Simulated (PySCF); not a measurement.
RbF, SMILES [F][Rb].

Geometry optimised at PBE-D3(BJ)/def2-TZVPD. The def2 effective core potentials stand for the cores of Rb; spin–orbit coupling is left out.

Two levels are set side by side: PBE/def2-TZVPD (PySCF) and ωB97X/def2-TZVPD (PySCF). Same geometry, gas phase. Differences are taken from unrounded values.

```
quantity                       PBE
---------------------------  -----
orbital gap (eV)              2.86
highest occupied level (eV)  -4.47
lowest empty level (eV)      -1.61
dipole moment (D)             8.93
mean polarisability (bohr³)   27.9
```

Question: These are the PBE values. What does ωB97X give? (The exact figures need the calculation; the answer reports its results.)

Answer: 
```json
[
 {"quantity": "orbital gap (eV)", "ωB97X": "8.77", "PBE minus ωB97X": "-5.91"},
 {"quantity": "highest occupied level (eV)", "ωB97X": "-8.70", "PBE minus ωB97X": "4.23"},
 {"quantity": "lowest empty level (eV)", "ωB97X": "0.07", "PBE minus ωB97X": "-1.68"},
 {"quantity": "dipole moment (D)", "ωB97X": "9.39", "PBE minus ωB97X": "-0.45"},
 {"quantity": "mean polarisability (bohr³)", "ωB97X": "20.3", "PBE minus ωB97X": "7.6"}
]
```

PBE's occupied levels lie high since its potential decays too fast outside the molecule; exact exchange lowers them and widens the gap. PBE's more diffuse valence density responds more strongly to a field. Differences between two approximate levels are no errors against the true value.

Rough cost on one machine, each run with all the roots and properties that it gave: ωB97X against PBE within a factor of 2.
